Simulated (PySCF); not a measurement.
## Relaxation of singlet AuH3

Computed with PBE0 in PySCF with Au def2-TZVP with ECP60, H def2-TZVP; scalar-relativistic core potentials, no spin–orbit coupling; density-fitted integrals. A (50,194) grid was used.

A hand-made T-shaped start, of C2v symmetry, held to at least that symmetry:

Coordinates in bohr (charge 0 multiplicity 1):
```
Au    0.0000    0.0000   -0.0159
H     0.0000    0.0000    2.9321
H     2.9461    0.0000    0.0869
H    -2.9461    0.0000    0.0869
```

Q: What does it relax to?

A: It ends at C2v with Au–H 1.506 Å, Au–H 1.634 Å (×2); H–Au–H 88.0° (×2), H–Au–H 175.9°. A frequency run shows 1 imaginary mode, down to 431i cm⁻¹, so it is a saddle point.

Q: How much energy is released, and in how many steps?

A: 13.1 kJ/mol in 4 steps.

With an element this heavy the missing spin–orbit coupling can shift these numbers.
